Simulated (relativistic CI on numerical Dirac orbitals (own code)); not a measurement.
# Sensitivity of the levels of Tb XXXII to α and to the nuclear radius

Method of calculation: Dirac-Coulomb-Breit CI, separate exchange-only KLI orbitals for each configuration, derivatives by finite differences, unscaled Slater integrals, QED left out (own radial code, finite nucleus).

Configurations in the expansion (outside the closed core [Ar] 3d10): 4s2.4p4, 4s.4p5, 4s2.4p3.4d, 4p6, 4s.4p4.4d, 4s2.4p3.4f. Double excitations out of closed p, d and f shells are left out; levels of such configurations are missing from the list, as are those of other unlisted configurations, and high levels can miss mixing partners.

With x = (α/α₀)² − 1 an excitation energy changes as ω = ω₀ + qx; K = 2q/ω₀ is the relative enhancement. Terms are leading LS components, so labels can repeat. The field-shift factor is F = δν/δ⟨r²⟩ for the transition from the lowest level.

Lowest level 4s2.4p4 3P_2.

| Level | ω₀ (cm⁻¹) | q (cm⁻¹) | K | F (GHz/fm²) |
| --- | --- | --- | --- | --- |
| 4s2.4p4 1S_0 | 66416 | 5978 | 0.18 | -1.53 |
| 4s2.4p4 3P_1 | 358644 | 429300 | 2.39 | -33.7 |
| 4s2.4p4 1D_2 | 390758 | 427800 | 2.19 | -33.6 |
| 4s2.4p4 3P_0 | 778773 | 854400 | 2.19 | -72 |
| 4s.4p5 3P°_2 | 962371 | 342300 | 0.711 | -469 |
| 4s2.4p3.4d 5D°_1 | 985574 | 160400 | 0.326 | -186 |
| 4s2.4p3.4d 3F°_2 | 1003780 | 112600 | 0.224 | -102 |
| 4s2.4p3.4d 3P°_0 | 1012671 | 39390 | 0.0778 | 8.18 |
| 4s2.4p3.4d 3F°_3 | 1015812 | 41770 | 0.0822 | 9.17 |
| 4s2.4p3.4d 3F°_4 | 1081497 | 113500 | 0.21 | 10.3 |
| 4s.4p5 3P°_1 | 1107144 | 359900 | 0.65 | -404 |
| 4s2.4p3.4d 3D°_2 | 1141284 | 210800 | 0.369 | -110 |
| 4s2.4p3.4d 3D°_3 | 1173024 | 141500 | 0.241 | 6.72 |
| 4s2.4p3.4d 3D°_1 | 1215941 | 180800 | 0.297 | -55.7 |
| 4s.4p5 3P°_0 | 1300980 | 641200 | 0.986 | -336 |
| 4s2.4p3.4d 3D°_1 | 1318359 | 514200 | 0.78 | -132 |
| 4s2.4p3.4d 3F°_2 | 1327536 | 451700 | 0.68 | -23.5 |
| 4s2.4p3.4d 3F°_3 | 1350406 | 458600 | 0.679 | -23.1 |
| 4s2.4p3.4d 1S°_0 | 1362393 | 634500 | 0.931 | -253 |
| 4s2.4p3.4d 3G°_4 | 1383306 | 458800 | 0.663 | -23.3 |
| 4s2.4p3.4d 3D°_1 | 1383381 | 665900 | 0.963 | -309 |
| 4s2.4p3.4d 3D°_3 | 1402689 | 531800 | 0.758 | -22.3 |
| 4s2.4p3.4d 5D°_4 | 1409585 | 521900 | 0.741 | -21.5 |

At this charge energies of transitions that change n are usually good to better than 1 %, and those within a shell (Δn = 0) to a few per cent.
